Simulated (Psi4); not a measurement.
C2F3N, singlet, at a GFN2-xTB geometry; PBE/def2-SVP (Psi4).

Here is a job for Psi4.
```
memory 2 GB

molecule {
0 1
  C    -0.00032390    0.00326018   -0.30776782
  C     0.00123066   -0.01238705    1.16936308
  F    -0.00806551    1.25382298   -0.77656620
  F     1.08144338   -0.60808570   -0.79743600
  F    -1.07587137   -0.62063930   -0.79529858
  N     0.00242871   -0.02444580    2.30773363
}

set basis def2-svp
set scf_type cd

energy('pbe')
print_variables()
```

**Question.** Write the output that Psi4 gives for this input, abridged.

**Answer.** 
```
   => Loading Basis Set <=

    Name: DEF2-SVP
    Role: ORBITAL
    Keyword: BASIS

         ---------------------------------------------------------
                                   SCF
               by Justin Turney, Rob Parrish, Andy Simmonett
                          and Daniel G. A. Smith
                              RKS Reference
         ---------------------------------------------------------

  ==> Geometry <==

    Molecular point group: cs
    Full point group: C1v

    Geometry (in Angstrom), charge = 0, multiplicity = 1:

       Center              X                  Y                   Z               Mass
    ------------   -----------------  -----------------  -----------------  -----------------
         C            0.001742289823    -0.282952527638     0.000000000000    12.000000000000
         C           -0.007353539080     1.194234059796     0.000000000000    12.000000000000
         F            0.627472500931    -0.761135124331     1.078676167329    18.998403162730
         F           -1.240814008232    -0.772639167992     0.000000000000    18.998403162730
         F            0.627472500931    -0.761135124331    -1.078676167329    18.998403162730
         N           -0.014363369281     2.332647526057     0.000000000000    14.003074004430

  Running in cs symmetry.

  Rotational constants: A =      0.19065  B =      0.09810  C =      0.09810 [cm^-1]
  Rotational constants: A =   5715.54886  B =   2941.03117  C =   2941.03117 [MHz]
  Nuclear repulsion =  231.590136511004857

  Charge       = 0
  Multiplicity = 1
  Electrons    = 46
  Nalpha       = 23
  Nbeta        = 23

  ==> Algorithm <==

  SCF Algorithm Type is CD.
  DIIS enabled.
  MOM disabled.
  Fractional occupation disabled.
  Guess Type is SAD.
  Energy threshold   = 1.00e-06
  Density threshold  = 1.00e-06
  Integral threshold = 1.00e-12

  ==> Primary Basis <==

  Basis Set: DEF2-SVP
    Blend: DEF2-SVP
    Number of shells: 36
    Number of basis functions: 84
    Number of Cartesian functions: 90
    Spherical Harmonics?: true
    Max angular momentum: 2

  ==> DFT Potential <==

   => LibXC <=

    Version 7.1.2
    S. Lehtola, C. Steigemann, M. J. T. Oliveira, and M. A. L. Marques,  SoftwareX 7, 1–5 (2018) (10.1016/j.softx.2017.11.002)

   => Composite Functional: PBE <=

    PBE GGA Exchange-Correlation Functional

    J.P. Perdew et. al., Phys. Rev. Lett., 77(18), 3865-3868, 1996

    Deriv               =              1
    GGA                 =           TRUE
    Meta                =          FALSE

    Exchange Hybrid     =          FALSE
    MP2 Hybrid          =          FALSE

   => Exchange Functionals <=

    1.0000     XC_GGA_X_PBE

   => Correlation Functionals <=

    1.0000     XC_GGA_C_PBE

   => LibXC Density Thresholds  <==

    XC_GGA_C_PBE:  1.00E-12
    XC_GGA_X_PBE:  1.00E-15

   => Molecular Quadrature <=

    Radial Scheme          =       TREUTLER
    Pruning Scheme         =           NONE
    Nuclear Scheme         =       TREUTLER

    Blocking Scheme        =         OCTREE
    BS radius alpha        =              1
    Pruning alpha          =              1
    Radial Points          =             75
    Spherical Points       =            302
    Total Points           =         128803
    Total Blocks           =           1045
    Max Points             =            256
    Max Functions          =             81
    Weights Tolerance      =       1.00E-15

  ==> Integral Setup <==

  ==> CDJK: Cholesky-decomposed J/K Matrices <==

    J tasked:                     Yes
    K tasked:                      No
    wK tasked:                     No
    Integrals threads:              1
    Algorithm:                   Core
    Integral Cache:              NONE
    Schwarz Cutoff:             1E-12
    Cholesky tolerance:      1.00E-04
    No. Cholesky vectors:         422

  Minimum eigenvalue in the overlap matrix is 1.4427783621E-03.
  Reciprocal condition number of the overlap matrix is 3.4164836216E-04.
    Using symmetric orthogonalization.

  ==> Pre-Iterations <==

  SCF Guess: Superposition of Atomic Densities via on-the-fly atomic UHF (no occupation information).

   -------------------------
    Irrep   Nso     Nmo
   -------------------------
     A'        54      54
     A"        30      30
   -------------------------
    Total      84      84
   -------------------------

  ==> Iterations <==

                        Total Energy        Delta E     RMS |[F,P]|

   @RKS iter SAD:  -429.44516834305443   -4.29445e+02   0.00000e+00
   @RKS iter   1:  -429.52322061937855   -7.80523e-02   1.03539e-02 DIIS/ADIIS
   @RKS iter   2:  -428.93499164249124    5.88229e-01   2.02087e-02 DIIS/ADIIS
   @RKS iter   3:  -429.63402528963485   -6.99034e-01   6.19539e-03 DIIS/ADIIS
   @RKS iter   4:  -429.70035645901123   -6.63312e-02   1.61382e-03 DIIS/ADIIS
   @RKS iter   5:  -429.70349521120374   -3.13875e-03   7.13464e-04 DIIS/ADIIS
   @RKS iter   6:  -429.70425351763885   -7.58306e-04   1.39323e-04 DIIS/ADIIS
   @RKS iter   7:  -429.70428282409074   -2.93065e-05   3.17543e-05 DIIS
   @RKS iter   8:  -429.70428448055225   -1.65646e-06   4.29306e-06 DIIS
   @RKS iter   9:  -429.70428451425937   -3.37071e-08   2.49925e-07 DIIS
  Energy and wave function converged.

  ==> Post-Iterations <==

   Electrons on quadrature grid:
      Ntotal   =   46.0000000396 ; deviation = 3.963e-08

    Orbital Energies [Eh]
    ---------------------

    Doubly Occupied:

[...]
    Virtual:

[...]
      54Ap     3.706472

    Final Occupation by Irrep:
             Ap   App
    DOCC [    16,    7 ]
    NA   [    16,    7 ]
    NB   [    16,    7 ]

  @RKS Final Energy:  -429.70428451425937

   => Energetics <=

    Nuclear Repulsion Energy =            231.5901365110048573
    One-Electron Energy =               -1052.7743780330954451
    Two-Electron Energy =                 440.0940325455059678
    DFT Exchange-Correlation Energy =     -48.6140755376747578
    Empirical Dispersion Energy =           0.0000000000000000
    VV10 Nonlocal Energy =                  0.0000000000000000
    Total Energy =                       -429.7042845142593706

Computation Completed

Properties will be evaluated at   0.000000,   0.000000,   0.000000 [a0]

Properties computed using the SCF density matrix

 Multipole Moments:

 ------------------------------------------------------------------------------------
     Multipole            Electronic (a.u.)      Nuclear  (a.u.)        Total (a.u.)
 ------------------------------------------------------------------------------------

 L = 1.  Multiply by 2.5417464519 to convert [e a0] to [Debye]
 Dipole X            :          0.0161509           -0.0132888            0.0028621
 Dipole Y            :         -2.6306575            2.1581374           -0.4725201
 Dipole Z            :          0.0000000            0.0000000            0.0000000
 Magnitude           :                                                    0.4725288

 ------------------------------------------------------------------------------------

  Variable Map:
  ----------------------------------------------------------------------------
[...]
  Array Variable Map:
  ----------------------------------------------------------------------------
[...]
[...]
```
